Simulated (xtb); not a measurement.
xtb input file for Al(Cl)2(NHMe) (CH4AlCl2N), SMILES [Cl][Al]([NH]C)[Cl], GFN2-xTB. 

```
$ xtb mol.xyz --gfn 2 --sp --chrg 0 --uhf 0 --json
$ cat mol.xyz
9

Al     0.05049421     0.17674109     0.00000000
Cl     0.81996473     2.05135716    -0.00000000
Cl    -1.94527027    -0.17378247    -0.00000000
N      1.18730464    -1.19875011     0.00000000
C      0.91334622    -2.63092051    -0.00000000
H      2.18598953    -1.02706949     0.00000000
H      1.33056581    -3.11510624    -0.88730036
H      1.33056581    -3.11510625     0.88730036
H     -0.16456166    -2.78234787    -0.00000001
```

Log of the run:

```
[banner left out]
          |                Calculation Setup                |
           -------------------------------------------------



           -------------------------------------------------
          |                 G F N 2 - x T B                 |
           -------------------------------------------------

        Reference                      10.1021/acs.jctc.8b01176
      * Hamiltonian:
        H0-scaling (s, p, d)           1.850000    2.230000    2.230000
        zeta-weighting                 0.500000
      * Dispersion:
        s8                             2.700000
        a1                             0.520000
        a2                             5.000000
        s9                             5.000000
      * Repulsion:
        kExp                           1.500000    1.000000
        rExp                           1.000000
      * Coulomb:
        alpha                          2.000000
        third order                    shell-resolved
        anisotropic                    true
        a3                             3.000000
        a5                             4.000000
        cn-shift                       1.200000
        cn-exp                         4.000000
        max-rad                        5.000000


          ...................................................
          :                      SETUP                      :
          :.................................................:
          :  # basis functions                  42          :
          :  # atomic orbitals                  39          :
          :  # shells                           17          :
          :  # electrons                        30          :
          :  max. iterations                   250          :
          :  Hamiltonian                  GFN2-xTB          :
          :  restarted?                      false          :
          :  GBSA solvation                  false          :
          :  PC potential                    false          :
          :  electronic temp.          300.0000000     K    :
          :  accuracy                    1.0000000          :
          :  -> integral cutoff          0.2500000E+02      :
          :  -> integral neglect         0.1000000E-07      :
          :  -> SCF convergence          0.1000000E-05 Eh   :
          :  -> wf. convergence          0.1000000E-03 e    :
          :  Broyden damping             0.4000000          :
          :  net charge                          0          :
          :  unpaired electrons                  0          :
          ...................................................

 iter      E             dE          RMSdq      gap      omega  full diag
   1    -17.4744556 -0.174745E+02  0.144E+01    3.60       0.0  T
   2    -17.5221696 -0.477140E-01  0.797E+00    4.11       1.0  T
   3    -17.5299761 -0.780646E-02  0.407E+00    3.04       1.0  T
   4    -17.5441328 -0.141567E-01  0.730E-01    3.32       1.0  T
   5    -17.5445342 -0.401352E-03  0.567E-01    3.40       1.0  T
   6    -17.5443447  0.189506E-03  0.265E-01    3.26       1.0  T
   7    -17.5447741 -0.429434E-03  0.130E-01    3.36       1.0  T
   8    -17.5447861 -0.120074E-04  0.287E-02    3.37       1.2  T
   9    -17.5447901 -0.395793E-05  0.176E-02    3.36       1.9  T
  10    -17.5447908 -0.745102E-06  0.987E-03    3.36       3.4  T
  11    -17.5447906  0.225104E-06  0.883E-03    3.36       3.8  T
  12    -17.5447911 -0.553565E-06  0.281E-03    3.36      11.9  T
  13    -17.5447912 -0.294843E-07  0.138E-03    3.36      24.1  T
  14    -17.5447912 -0.950664E-09  0.484E-04    3.36      68.9  T
  15    -17.5447912 -0.591314E-09  0.239E-04    3.36     139.6  T

   *** convergence criteria satisfied after 15 iterations ***

         #    Occupation            Energy/Eh            Energy/eV
      -------------------------------------------------------------
         1        2.0000           -1.0499408             -28.5703
       ...           ...                  ...                  ...
         9        2.0000           -0.4525055             -12.3133
        10        2.0000           -0.4505115             -12.2590
        11        2.0000           -0.4450718             -12.1110
        12        2.0000           -0.4450466             -12.1103
        13        2.0000           -0.4364655             -11.8768
        14        2.0000           -0.4303609             -11.7107
        15        2.0000           -0.3753230             -10.2131 (HOMO)
        16                         -0.2518752              -6.8539 (LUMO)
        17                         -0.1428122              -3.8861
        18                         -0.0676944              -1.8421
        19                         -0.0512959              -1.3958
        20                         -0.0284516              -0.7742
       ...                                ...                  ...
        39                          1.2943393              35.2208
      -------------------------------------------------------------
                  HL-Gap            0.1234478 Eh            3.3592 eV
             Fermi-level           -0.3135991 Eh           -8.5335 eV

 SCC (total)                   0 d,  0 h,  0 min,  0.006 sec
 SCC setup                      ...        0 min,  0.000 sec (  1.116%)
 Dispersion                     ...        0 min,  0.000 sec (  0.487%)
 classical contributions        ...        0 min,  0.000 sec (  0.195%)
 integral evaluation            ...        0 min,  0.001 sec ( 15.624%)
 iterations                     ...        0 min,  0.003 sec ( 54.899%)
 molecular gradient             ...        0 min,  0.002 sec ( 26.821%)
 printout                       ...        0 min,  0.000 sec (  0.770%)

         :::::::::::::::::::::::::::::::::::::::::::::::::::::
         ::                     SUMMARY                     ::
         :::::::::::::::::::::::::::::::::::::::::::::::::::::
         :: total energy             -17.426666700238 Eh    ::
         :: gradient norm              0.000289020487 Eh/a0 ::
         :: HOMO-LUMO gap              3.359186652526 eV    ::
         ::.................................................::
         :: SCC energy               -17.544782739864 Eh    ::
         :: -> isotropic ES            0.049201881745 Eh    ::
         :: -> anisotropic ES          0.003639923006 Eh    ::
         :: -> anisotropic XC          0.002852274410 Eh    ::
         :: -> dispersion             -0.005810031840 Eh    ::
         :: repulsion energy           0.118116039626 Eh    ::
         :: add. restraining           0.000000000000 Eh    ::
         :: total charge               0.000000000000 e     ::
         :::::::::::::::::::::::::::::::::::::::::::::::::::::

           -------------------------------------------------
          |                Property Printout                |
           -------------------------------------------------

    * Orbital Energies and Occupations

         #    Occupation            Energy/Eh            Energy/eV
      -------------------------------------------------------------
         1        2.0000           -1.0499408             -28.5703
       ...           ...                  ...                  ...
         3        2.0000           -0.6282005             -17.0942
         4        2.0000           -0.5787431             -15.7484
         5        2.0000           -0.5341020             -14.5337
         6        2.0000           -0.5159952             -14.0409
         7        2.0000           -0.5013779             -13.6432
         8        2.0000           -0.4771373             -12.9836
         9        2.0000           -0.4525055             -12.3133
        10        2.0000           -0.4505115             -12.2590
        11        2.0000           -0.4450718             -12.1110
        12        2.0000           -0.4450466             -12.1103
        13        2.0000           -0.4364655             -11.8768
        14        2.0000           -0.4303609             -11.7107
        15        2.0000           -0.3753230             -10.2131 (HOMO)
        16                         -0.2518752              -6.8539 (LUMO)
        17                         -0.1428122              -3.8861
        18                         -0.0676944              -1.8421
        19                         -0.0512959              -1.3958
        20                         -0.0284516              -0.7742
        21                         -0.0269503              -0.7334
        22                          0.0139064               0.3784
        23                          0.0169960               0.4625
        24                          0.0201080               0.5472
        25                          0.0201102               0.5472
        26                          0.0232234               0.6319
       ...                                ...                  ...
        39                          1.2943393              35.2208
      -------------------------------------------------------------
                  HL-Gap            0.1234478 Eh            3.3592 eV
             Fermi-level           -0.3135991 Eh           -8.5335 eV

     #   Z          covCN         q      C6AA      α(0)
     1  13 Al       2.353     0.335   104.316    21.570
     2  17 Cl       0.769    -0.156   103.854    15.589
     3  17 Cl       0.769    -0.142   103.404    15.555
     4   7 N        2.551    -0.305    27.875     7.841
     5   6 C        3.709    -0.029    21.239     6.587
     6   1 H        0.862     0.169     1.278     1.771
     7   1 H        0.924     0.037     2.492     2.469
     8   1 H        0.924     0.037     2.492     2.469
     9   1 H        0.925     0.054     2.268     2.355

 Mol. C6AA /au·bohr⁶  :       2094.025328
 Mol. C8AA /au·bohr⁸  :      88311.548343
 Mol. α(0) /au        :         76.205077


Wiberg/Mayer (AO) data.
largest (>0.10) Wiberg bond orders for each atom

 ---------------------------------------------------------------------------
     #   Z sym  total        # sym  WBO       # sym  WBO       # sym  WBO
 ---------------------------------------------------------------------------
     1  13 Al   4.003 --     3 Cl   1.332     2 Cl   1.315     4 N    1.271
     2  17 Cl   1.449 --     1 Al   1.315
     3  17 Cl   1.470 --     1 Al   1.332
     4   7 N    3.326 --     1 Al   1.271     5 C    1.006     6 H    0.921
     5   6 C    3.981 --     4 N    1.006     7 H    0.981     8 H    0.981
                             9 H    0.979
     6   1 H    0.971 --     4 N    0.921
     7   1 H    0.999 --     5 C    0.981
     8   1 H    0.999 --     5 C    0.981
     9   1 H    0.997 --     5 C    0.979
 ---------------------------------------------------------------------------

Topologies differ in total number of bonds
Writing topology from bond orders to xtbtopo.mol

molecular dipole:
                 x           y           z       tot (Debye)
 q only:        0.443      -0.655      -0.000
   full:        0.463      -0.543      -0.000       1.814
molecular quadrupole (traceless):
                xx          xy          yy          xz          yz          zz
 q only:       -0.694      -2.475       0.248      -0.000       0.000       0.445
  q+dip:        0.929      -3.213      -0.209       0.000       0.000      -0.721
   full:       -0.675      -2.689      -0.950      -0.000       0.000       1.625


           -------------------------------------------------
          | TOTAL ENERGY              -17.426666700238 Eh   |
          | GRADIENT NORM               0.000289020487 Eh/α |
          | HOMO-LUMO GAP               3.359186652526 eV   |
           -------------------------------------------------
Note: The following floating-point exceptions are signalling: IEEE_UNDERFLOW_FLAG IEEE_DENORMAL
normal termination of xtb

------------------------------------------------------------------------
------------------------------------------------------------------------
 total:
 SCF:
```

The calculation finished and met its thresholds.
